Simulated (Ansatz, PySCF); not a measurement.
Spin states of H2MoO2 (SMILES [OH][Mo][OH]), each relaxed with B3LYP-D3(BJ)/def2-TZVP.
State 1 (charge 0, multiplicity 5):
| atom | x (Å) | y (Å) | z (Å) |
|---|---|---|---|
| Mo | 0.1709 | -0.6665 | 0.0324 |
| O | 1.4889 | 0.3196 | -0.9484 |
| H | 1.3594 | 0.6480 | -1.8459 |
| O | -1.4948 | -0.3625 | 0.9289 |
| H | -1.5782 | 0.0909 | 1.7759 |
State 2 (charge 0, multiplicity 1):
```xyz
5

Mo     0.348    -0.158     0.315
O      1.364     0.209    -1.164
H      1.490     0.505    -2.068
O     -1.157    -0.302     1.349
H     -2.099    -0.224     1.511
```

Singlets are restricted, other states unrestricted; no spin–orbit coupling, no relativity up to Kr; see below for the cores. The largest T1 diagnostic is 0.026.

Correlated levels freeze the inner cores; with def2 sets outer-core shells near the valence are correlated too.

Codes used: Ansatz (Gaussian orbitals); PySCF for the dispersion terms. Values without a source in brackets are computed. In def2 rows elements past Kr take small-core potentials, without spin–orbit coupling.

```json
[
 {"level": "PBE-D4/def2-TZVPP", "energy of the multiplicity-1 state less that of the multiplicity-5 state (kcal/mol)": "30.46"},
 {"level": "r2SCAN-D3(BJ)/def2-TZVPP", "energy of the multiplicity-1 state less that of the multiplicity-5 state (kcal/mol)": "41.42"},
 {"level": "B97M-V/def2-TZVPP", "energy of the multiplicity-1 state less that of the multiplicity-5 state (kcal/mol)": "29.65"},
 {"level": "B3LYP-D4/def2-TZVPP", "energy of the multiplicity-1 state less that of the multiplicity-5 state (kcal/mol)": "25.62"},
 {"level": "PBE0-D3(BJ)/def2-TZVPP", "energy of the multiplicity-1 state less that of the multiplicity-5 state (kcal/mol)": "37.06"},
 {"level": "PBE0-D4/def2-TZVPP", "energy of the multiplicity-1 state less that of the multiplicity-5 state (kcal/mol)": "37.03"},
 {"level": "BHLYP-D4/def2-TZVPP", "energy of the multiplicity-1 state less that of the multiplicity-5 state (kcal/mol)": "___"},
 {"level": "CAM-B3LYP-D4/def2-TZVPP", "energy of the multiplicity-1 state less that of the multiplicity-5 state (kcal/mol)": "26.41"},
 {"level": "B2PLYP-D4/def2-TZVPP", "energy of the multiplicity-1 state less that of the multiplicity-5 state (kcal/mol)": "26.62"}
]
```

Task: Fill in the missing entries.

Result: 
- BHLYP-D4/def2-TZVPP, energy of the multiplicity-1 state less that of the multiplicity-5 state (kcal/mol): 31.83

Doubts at one or more of the structures used: a restricted determinant that unrestricted orbitals would lower (B2PLYP-D4/def2-TZVPP).

Ansatz is a first-principles code.
